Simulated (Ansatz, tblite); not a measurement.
Removing and adding an electron: MnBr₂. The state is a sextet with charge 0. Geometry: B3LYP-D4/def2-TZVP. Ansatz, gas phase; energy differences of separate SCF runs; the oxidised species is a quintet (the septet lies 0.36 eV higher at PBE0-D4/def2-TZVP); the reduced species is a quintet (the septet lies 1.31 eV higher at PBE0-D4/def2-TZVPD).

Cartesian coordinates in Å:
```
Mn -0.001 0.000 0.002
Br -1.931 -0.691 -1.123
Br 1.932 0.691 1.121
```

The xTB rows come from tblite.

```tsv
level	−HOMO (eV)	vertical IE (eV)	−LUMO (eV)	vertical EA (eV)	HOMO–LUMO gap (eV)	IE − EA (eV)	remarks
GFN1-xTB	–	15.17	–	4.67	–	10.50	–
GFN2-xTB	–	14.11	–	8.38	–	5.72	–
PBE-D4/def2-TZVPD	6.78	–	4.54	1.71	2.25	–	HOMO above zero (-1 quintet)
r2SCAN-D4/def2-TZVPD	7.17	–	3.80	1.42	3.36	–	HOMO above zero (-1 quintet), spin-contaminated (⟨S²⟩ 6.18) (-1 quintet)
PBE0-D4/def2-TZVPD	8.19	–	3.04	1.42	5.14	–	HOMO above zero (-1 quintet), spin-contaminated (⟨S²⟩ 6.20) (-1 quintet)
```

Run but left out: HF/def2-SVP, PBE-D4/def2-TZVP, r2SCAN-D4/def2-TZVP, PBE0-D4/def2-TZVP, MP2/def2-SVP, CCSD/def2-SVP, CCSD(T)/def2-SVP (charge +1 quintet: ⟨S²⟩ 6.52 to 7.00, where a pure state has 6.00).   A HOMO above zero means that the electron is unbound at that level or that self-interaction error raises the level; the energy of removing that electron tells which. HOMO and LUMO are the levels of the spin that leaves or enters (xTB has no such levels and no spin-polarisation term). Other spin states of the ions may lie lower, which would lower the ionisation energy or raise the affinity. Raw xTB energy differences between charge states are shifted by several eV; the methods need an empirical correction for them.
